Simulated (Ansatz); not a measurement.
Basis-set series for C₃FN₃Si, SMILES `N#C[Si](F)(C#N)C#N`. The species carries charge 0 and has multiplicity 1. The geometry is a stationary point of PBE0-D4/def2-TZVP.

```tsv
functional	basis	functions	energy (Eh)	HOMO (eV)	LUMO (eV)
PBE0-D4	def2-SVP	116	-667.00374	-11.12	-3.12
PBE0-D4	def2-TZVPP	259	-667.55773	-11.17	-3.33
ωB97M-V	def2-SVP	116	-667.44009	-13.40	-0.94
ωB97M-V	def2-TZVPP	259	-668.00556	-13.49	-1.23
```

Give the rows for def2-QZVPP. (An estimate is asked.)

Ansatz gave: 
```json
{"functional": "PBE0-D4", "basis": "def2-QZVPP", "functions": "469", "energy (Eh)": "-667.58699", "HOMO (eV)": "-11.18", "LUMO (eV)": "-3.35"}
{"functional": "ωB97M-V", "basis": "def2-QZVPP", "functions": "469", "energy (Eh)": "-668.03205", "HOMO (eV)": "-13.50", "LUMO (eV)": "-1.26"}
```
